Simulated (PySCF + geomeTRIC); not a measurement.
Level of theory: TPSS-D3(BJ)/def2-SVP run with PySCF + geomeTRIC. fastk is a local helper that only speeds up exchange builds. No frequencies were computed at this level.

```python
import json, numpy as np
from pyscf import gto, dft
from fastk import lowrank_exchange
atoms = """
Zn     0.000000     0.000000     0.000000
F      0.058159     1.289809     1.077655
F     -0.058159    -1.289809    -1.077655
"""
def scf(charge, spin, dm0=None):
    mol = gto.M(atom=atoms, basis='def2-svp', ecp={}, charge=charge, spin=spin, verbose=3, max_memory=3360)
    mf = dft.KS(mol, xc='tpss').density_fit(auxbasis="def2-universal-jkfit")
    mf.disp = 'd3bj'
    mf.grids.level = 3
    mf.conv_tol = 1e-8
    mf.max_cycle = 120
    mf.level_shift = 0.25
    mf.kernel(dm0)
    if not mf.converged:
        mf = mf.newton().run(mf.mo_coeff, mf.mo_occ).undo_soscf()
    return mf
mf = scf(0, 0)
from pyscf.geomopt.geometric_solver import kernel as optimize
path = []
done, mol = optimize(mf, maxsteps=120, assert_convergence=False, callback=lambda env: path.append((env["energy"], bool(env["g_scanner"].converged))))
res = dict(converged=bool(done and path[-1][1]), energy=path[-1][0], path=[e for e, c in path], xyz=mol.atom_coords(unit="Angstrom").tolist(), nao=mol.nao)
json.dump(res, open("result.json", "w"))
```

Output:

```
converged SCF energy = -1978.72594358629
Geometry optimization cycle 1
converged SCF energy = -1978.72594358763
cycle 1: E = -1978.72594359  dE = -1978.73  norm(grad) = 0.0432378
Geometry optimization cycle 2
converged SCF energy = -1978.72878062471
cycle 2: E = -1978.72878062  dE = -0.00283704  norm(grad) = 0.00847102
Geometry optimization cycle 3
converged SCF energy = -1978.72891099664
cycle 3: E = -1978.728911  dE = -0.000130372  norm(grad) = 0.00110909
Geometry optimization cycle 4
converged SCF energy = -1978.72891507653
cycle 4: E = -1978.72891508  dE = -4.07988e-06  norm(grad) = 0.000169393
Geometry optimization cycle 5
converged SCF energy = -1978.72891725813
cycle 5: E = -1978.72891726  dE = -2.1816e-06  norm(grad) = 0.000463482
Geometry optimization cycle 6
converged SCF energy = -1978.72892235516
cycle 6: E = -1978.72892236  dE = -5.09704e-06  norm(grad) = 0.00117523
Geometry optimization cycle 7
converged SCF energy = -1978.72891601748
cycle 7: E = -1978.72891602  dE = 6.33768e-06  norm(grad) = 0.00214067
Geometry optimization cycle 8
converged SCF energy = -1978.72892025931
cycle 8: E = -1978.72892026  dE = -4.24183e-06  norm(grad) = 0.00176885
Geometry optimization cycle 9
converged SCF energy = -1978.72892293449
cycle 9: E = -1978.72892293  dE = -2.67518e-06  norm(grad) = 0.00125077
Geometry optimization cycle 10
converged SCF energy = -1978.72892451799
cycle 10: E = -1978.72892452  dE = -1.5835e-06  norm(grad) = 0.000692234
Geometry optimization cycle 11
converged SCF energy = -1978.72892447756
cycle 11: E = -1978.72892448  dE = 4.04305e-08  norm(grad) = 0.000644753
<class 'geometric.internal.Distance'> : 2
<class 'geometric.internal.LinearAngle'> : 2
<class 'geometric.internal.TranslationX'> : 1
<class 'geometric.internal.TranslationY'> : 1
<class 'geometric.internal.TranslationZ'> : 1
<class 'geometric.internal.RotationA'> : 1
<class 'geometric.internal.RotationB'> : 1
<class 'geometric.internal.RotationC'> : 1
Step    0 : Gradient = 2.496e-02/3.057e-02 (rms/max) Energy = -1978.7259435876
Step    1 : Displace = 3.460e-02/4.238e-02 (rms/max) Trust = 1.000e-01 (=) Grad = 4.891e-03/5.990e-03 (rms/max) E (change) = -1978.7287806247 (-2.837e-03) Quality = 1.157
Step    2 : Displace = 8.453e-03/1.035e-02 (rms/max) Trust = 1.414e-01 (+) Grad = 6.403e-04/7.842e-04 (rms/max) E (change) = -1978.7289109966 (-1.304e-04) Quality = 1.094
Step    3 : Displace = 1.366e-03/1.673e-03 (rms/max) Trust = 2.000e-01 (+) Grad = 9.780e-05/1.198e-04 (rms/max) E (change) = -1978.7289150765 (-4.080e-06) Quality = 1.087
Step    4 : Displace = 4.224e-04/5.174e-04 (rms/max) Trust = 2.828e-01 (+) Grad = 2.676e-04/3.277e-04 (rms/max) E (change) = -1978.7289172581 (-2.182e-06) Quality = 1.518
Step    5 : Displace = 7.627e-04/9.341e-04 (rms/max) Trust = 3.000e-01 (+) Grad = 6.785e-04/8.310e-04 (rms/max) E (change) = -1978.7289223552 (-5.097e-06) Quality = 0.923
Step    6 : Displace = 9.754e-04/1.195e-03 (rms/max) Trust = 3.000e-01 (=) Grad = 1.236e-03/1.514e-03 (rms/max) E (change) = -1978.7289160175 (+6.338e-06) Quality = -0.551
Step    7 : Displace = 4.839e-04/5.927e-04 (rms/max) Trust = 4.877e-04 (-) Grad = 9.524e-04/1.166e-03 (rms/max) E (change) = -1978.7289202593 (-4.242e-06) Quality = 1.076
Step    8 : Displace = 6.925e-04/8.481e-04 (rms/max) Trust = 6.897e-04 (+) Grad = 6.202e-04/7.596e-04 (rms/max) E (change) = -1978.7289229345 (-2.675e-06) Quality = 0.763
Step    9 : Displace = 9.768e-04/1.196e-03 (rms/max) Trust = 9.754e-04 (+) Grad = 1.469e-04/1.799e-04 (rms/max) E (change) = -1978.7289245180 (-1.584e-06) Quality = 0.741
Step   10 : Displace = 3.031e-04/3.712e-04 (rms/max) Trust = 9.754e-04 (=) Grad = 7.765e-07/9.510e-07 (rms/max) E (change) = -1978.7289244776 (+4.043e-08) Quality = -0.320
Converged! =D
```

Cost: around 40 core-seconds (rough).
